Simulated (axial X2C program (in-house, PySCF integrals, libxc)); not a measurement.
## Ω levels of PmNC from open-shell CI on f4 s2

Computed with an axial X2C code built on PySCF integrals: two-component X2C with atomic mean-field Coulomb and Gaunt terms, basis Pm dyall-v3z, N dyall-av3z, C dyall-v3z (cores contracted in-house). Orbitals come from Hartree–Fock averaged over the configuration Pm f4 s2; CI then distributes these electrons over the f, s shells of Pm.

Pm–N–C held linear, bonds 2.240 and 1.170 Å (the second held) (near the minimum of the configuration average).

Active spinors (ω > 0):

```tsv
shell	ω	ε (eV)	character
f	5/2	-0.27	100% Pm f
f	3/2	-0.18	100% Pm f
f	1/2	-0.11	99% Pm f
f	7/2	0.09	100% Pm f
f	5/2	0.18	100% Pm f
f	3/2	0.24	100% Pm f
f	1/2	0.29	99% Pm f
```

Filled shells are left out: they mix freely with the closed shells.

Lowest levels of this model:

```
Ω  energy (cm⁻¹)     g∥  μ (D)  configuration
0              0   0.00  -4.44     100% f4 s2
1             62   1.50  -4.44     100% f4 s2
2            167   2.63  -4.43     100% f4 s2
3            202   3.64  -4.45     100% f4 s2
4            536   5.35  -4.43     100% f4 s2
0           1513   0.00  -4.43     100% f4 s2
1           1516   1.73  -4.43     100% f4 s2
2           1525   3.64  -4.44     100% f4 s2
3           1602   5.54  -4.44     100% f4 s2
4           1805   6.88  -4.42     100% f4 s2
5           1914   9.46  -4.43     100% f4 s2
1           3123   2.10  -4.43     100% f4 s2
0           3125   0.00  -4.43     100% f4 s2
2           3129   4.27  -4.44     100% f4 s2
3           3166   6.44  -4.44     100% f4 s2
4           3270   8.46  -4.43     100% f4 s2
5           3442  10.45  -4.42     100% f4 s2
6           3524  13.23  -4.43     100% f4 s2
0           4835   0.00  -4.43     100% f4 s2
1           4843   2.30  -4.43     100% f4 s2
2           4867   4.65  -4.43     100% f4 s2
3           4904   7.03  -4.43     100% f4 s2
4           4955   9.37  -4.43     100% f4 s2
5           5035  11.59  -4.43     100% f4 s2
6           5174  13.86  -4.43     100% f4 s2
7           5321  16.75  -4.43     100% f4 s2
0           6603   0.00  -4.44     100% f4 s2
5           6830  12.46  -4.43     100% f4 s2
6           6838  14.85  -4.44     100% f4 s2
7           6959  17.19  -4.44     100% f4 s2
```

g∥ is the magnitude of 2⟨Lz + ge Sz⟩ for the +Ω component. μ is positive if the C end is positive.

This point took 5.3 s on 1 thread of Arm Neoverse V1, with other jobs on the host.

Dynamic correlation is missing, so gaps between terms are too wide and other configurations may lie lower; the lowest level listed is that of this model, not necessarily the ground state. At most 4 roots were kept for each Ω > 0 (twice that for Ω = 0) within 2.2 eV of the lowest, so higher up levels can be missing between those listed; levels with Ω > 0 are doubly degenerate and listed once, Ω = 0 levels singly. The molecule was held linear; bending was not examined.
